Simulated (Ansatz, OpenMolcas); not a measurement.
## How basis sets differ on C3H5Ga (SMILES C#[C][GaH][CH3])

C3H5Ga: 9 atoms, total charge 0, spin state singlet. SMILES: `C#[C][GaH][CH3]`. The shape is that of a PBE0-D4/def2-TZVP optimisation.

Quantity: the HOMO–LUMO gap, in eV. The values are calculated.

```json
{"level": "HF/ANO-R0 (sfX2C)", "kind": "Hartree–Fock", "program": "OpenMolcas", "value (eV)": "11.67", "CPU time": "2.9 s"}
{"level": "HF/STO-3G", "kind": "Hartree–Fock", "program": "Ansatz", "value (eV)": "11.64", "CPU time": "0.5 s"}
{"level": "HF/3-21G", "kind": "Hartree–Fock", "program": "Ansatz", "value (eV)": "11.73", "CPU time": "0.77 s"}
{"level": "HF/6-31G* (spherical functions)", "kind": "Hartree–Fock", "program": "OpenMolcas", "value (eV)": "11.57", "CPU time": "15 s"}
{"level": "HF/cc-pVDZ (RICD fitting)", "kind": "Hartree–Fock", "program": "OpenMolcas", "value (eV)": "11.69", "CPU time": "2.7 s"}
```

All-electron rows without a relativistic Hamiltonian named are non-relativistic. The values span 11.57 to 11.73 eV. A Hartree–Fock LUMO above zero doesn't converge with the basis: it sinks as sets grow more diffuse. Orbital gaps aren't excitation energies. CPU times are rough (shared hosts, several kinds of processor and program).
